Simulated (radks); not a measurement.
Values are calculated unless marked as measured or tabulated.
The nuclear charge of the zirconium ion Zr+ is varied continuously with 39 electrons held in [Kr] 4d2 5s1. Level of theory: scalar-relativistic Kohn-Sham, PBE, spin-polarised, spherical densities, finite nucleus; open shells are filled with parallel spins first (spin-orbit coupling, left out, can overturn this in heavy ions); Fermi nuclear charge, rms radius 4.2694 fm (a radial shooting solver on a logarithmic mesh with Libxc functionals). By the Hellmann-Feynman theorem dE/dZ = E(electron-nucleus)/Z, the electronic potential at the nucleus (averaged over a nucleus of fixed radius). The scalar-relativistic energy here is not variational (the density holds large components alone), so the two differ by a part that grows with Z.

| Z | E (hartree) | E(electron-nucleus)/Z (hartree) | HOMO | e(HOMO) (eV) | <r> HOMO (bohr) |
|---|---|---|---|---|---|
| 39.5 | -3490.78199 | -212.721 | 4d | -5.825 | 2.429 |
| 40 | -3598.27403 | -216.369 | 5s | -10.535 | 3.365 |
| 40.5 | -3707.59884 | -220.012 | 5s | -14.581 | 3.126 |
| 41 | -3818.75492 | -223.653 | 5s | -19.070 | 2.928 |

The central difference of E at Z = 40 is -216.817 hartree, to compare with the third column; the second derivative is -7.33 hartree.
